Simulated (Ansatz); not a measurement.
## SbH2Cl (SMILES [H][Sb]([H])[Cl]): the energy, rung by rung

SbH2Cl has 4 atoms, charge 0, and is taken as a singlet. As SMILES, `[H][Sb]([H])[Cl]`. Geometry: a GFN2-xTB relaxation, a rough one for these elements and not checked as a minimum.

```xyz
4

Sb    0.0579    0.1138    0.8142
H     1.4517    0.1209   -0.1639
H    -0.5700    1.3384   -0.1883
Cl   -0.9396   -1.5731   -0.4620
```

Quantity: the energy change with the Sb1–H3 bond stretched from 1.703 to 4.256 Å, in eV. The values are calculated.

```csv
level,kind,program,value (eV),CPU time (all runs)
revPBE/STO-3G (restricted),GGA,Ansatz,5.49,5.2 s
PBE0/STO-3G (restricted),global hybrid,Ansatz,6.54,4.2 s
CAM-B3LYP/STO-3G (restricted),range-separated hybrid,Ansatz,?,4.7 s
HSE06/STO-3G (restricted),range-separated hybrid,Ansatz,?,5 s
wB97M-V/STO-3G (restricted),range-separated hybrid,Ansatz,7.47,50 s
BCCD(T)/STO-3G (restricted),coupled cluster or CI,Ansatz,3.57,1.3 s
CCSD(T)/STO-3G (restricted),coupled cluster or CI,Ansatz,3.57,1.3 s
FCI/STO-3G,exact in the basis,Ansatz,3.60,2.3 s
```

Question: Estimate the missing values from the other rows.

Answer: As computed at these levels: CAM-B3LYP/STO-3G (restricted): 7.20 eV; HSE06/STO-3G (restricted): 6.46 eV. All-electron rows without a relativistic Hamiltonian named are non-relativistic. The first shape isn't each level's own minimum. The values span 3.57 to 7.47 eV. All rows use very small basis sets, so even the best lies far from the true value. In the correlated wave-function rows the outer d shell of Sb is correlated, in sets not made for it. Times are those of the runs behind each value, whatever else they computed, on shared processors of several kinds: orders of magnitude only.
